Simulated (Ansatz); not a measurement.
Ansatz (a first-principles code) input (CCSD(T)/aug-cc-pVDZ):

Ansatz 0.2 input:
```yaml
crystal:
  periodic: [false, false, false]
  atoms:
    - {symbol: C, position_ang: [-0.00000000, -0.00000000, -0.69355328]}
    - {symbol: F, position_ang: [0.00000000, 0.00000000, 0.46236885]}
basis:
  gaussian:
    orbitals: aug-cc-pVDZ
total_charge: 1
magnetization: {spin_polarized: false}
correlation: {method: ccsd_t, electrons: outside_noble_gas}
output: {forces: true}
```

End of the output:

```
integrals: 0.01 GiB planned
449 factors; integrals over basis functions are off by at most 1.3e-3 eV
mean field: 0.07 GiB planned
mean field evaluation 1: about -3719.3467 eV, gradient 5.5e1 eV
mean field evaluation 2: about -3719.3485 eV, gradient 5.5e1 eV
mean field evaluation 4: about -3724.0923 eV, gradient 2.3e0 eV
mean field evaluation 8: about -3724.1151 eV, gradient 9.9e-5 eV
mean field evaluation 16: about -3724.1139 eV, gradient 4.9e-1 eV
mean field -3724.11507452 eV, -136.8587046926 hartree, gradient 1.7e-6 eV, S^2 0.000000; 0 other end points of the search recorded, 0 dependent functions left out
2 core orbitals not correlated
reference -3724.11507452 eV, -136.8587046926 hartree; 5, 5 occupied and 39, 39 virtual orbitals, 449 factors
densities: 0.09 GiB planned
second order -7.82862434 eV of doubles, -0.00000000 eV of singles
coupled cluster: 0.08 GiB planned
cycle   1  -7.80135817 eV  change    2.7e-2 eV  update   1.0e-1
cycle   2  -8.13240698 eV  change   -3.3e-1 eV  update   3.6e-2
cycle   3  -8.25211612 eV  change   -1.2e-1 eV  update   2.0e-2
cycle   4  -8.24101708 eV  change    1.1e-2 eV  update   2.5e-3
cycle   5  -8.24150583 eV  change   -4.9e-4 eV  update   7.6e-4
cycle   6  -8.24184117 eV  change   -3.4e-4 eV  update   1.8e-4
cycle   7  -8.24169246 eV  change    1.5e-4 eV  update   5.1e-5
cycle   8  -8.24169871 eV  change   -6.3e-6 eV  update   1.1e-5
cycle   9  -8.24170305 eV  change   -4.3e-6 eV  update   2.8e-6
perturbative correction -0.28487243 eV, -0.0104688688 hartree
the calculation of the forces begins
Total energy: -3732.64165000 eV, -137.1720505621 hartree
Atom 0 at    -0.000000    -0.000000    -0.693553 Å, force     0.000000    -0.000000    -1.846658 eV/Å
Atom 1 at     0.000000     0.000000     0.462369 Å, force    -0.000000     0.000000     1.846658 eV/Å
Dipole moment:     0.000000    -0.000000    -0.212851 e Å
```
